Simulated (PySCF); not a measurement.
Species: C4H11GeP.
Bonds: C1–C2 (double), C2–P3, P3–Ge4, P3–C5, C5–C6. Hydrogens: H7, H8 on C1; H9 on C2; H10, H11, H12 on Ge4; H13, H14 on C5; H15, H16, H17 on C6.

The calculation used PySCF 2.14.0, PBE0-D3(BJ)/def2-SVP geometry optimisation, gas phase.

Q: What internal coordinates does the optimisation give?

A: 
| bond | length (Å) | order |
| --- | --- | --- |
| C1=C2 | 1.337 | double |
| C2–P3 | 1.830 | single |
| P3–Ge4 | 2.323 | single |
| P3–C5 | 1.869 | single |
| C5–C6 | 1.522 | single |
| C1–H7 | 1.095 | single |
| C1–H8 | 1.095 | single |
| C2–H9 | 1.100 | single |
| Ge4–H10, Ge4–H11, Ge4–H12 | 1.542 | single |
| C5–H13, C5–H14 | 1.103 | single |
| C6–H15, C6–H16, C6–H17 | 1.101 | single |

Bonds in one row agree within 0.01 Å and their mean is given. Orders are formal, as drawn. A selection of angles:
| angle | degrees |
| --- | --- |
| C2–C1–H7 | 121.5 |
| C2–C1–H8 | 121.4 |
| H7–C1–H8 | 117.1 |
| C1–C2–P3 | 122.5 |
| C1–C2–H9 | 119.4 |
| P3–C2–H9 | 118.1 |
| C2–P3–Ge4 | 96.6 |
| C2–P3–C5 | 99.8 |
| Ge4–P3–C5 | 98.6 |
| P3–Ge4–H10 | 109.4 |
| P3–Ge4–H11 | 111.4 |
| H10–Ge4–H11 | 108.7 |
| P3–C5–C6 | 111.5 |
| P3–C5–H13 | 106.7 |
| P3–C5–H14 | 110.5 |
| C6–C5–H13 | 110.5 |
| C6–C5–H14 | 110.7 |
| H13–C5–H14 | 106.7 |
| C5–C6–H15 | 111.1 |
| H15–C6–H16 | 107.7 |

Torsions: C1–C2–P3–Ge4 110° (anticlinal); C2–P3–C5–C6 74° (synclinal). The mirror-image conformer, all signs reversed, is as good.

The C–P distances run from 1.830 Å (C2–P3, drawn single) to 1.869 Å (P3–C5, drawn single), a spread of 0.039 Å. Ge4 (germanium bonded to P and 3 H) is tetrahedral (angles from 108.7° to 111.4°). P3 (three-coordinate phosphorus) is pyramidal (angles 99.8°, 98.6° and 96.6°, sum 295.0°, 0.96 Å off the plane of its three neighbours). The C–C distances run from 1.337 Å (C1=C2, drawn double) to 1.522 Å (C5–C6, drawn single), a spread of 0.185 Å. Of the pairs four or more bonds apart, C2···H16 is among the closest relative to their van der Waals radii: 2.97 Å, 102 % of the sum of Bondi's values.

Point group: C1 (no symmetry element, even within 0.4 Å). Stationary, but not proved a minimum. One conformer, not necessarily the lowest.
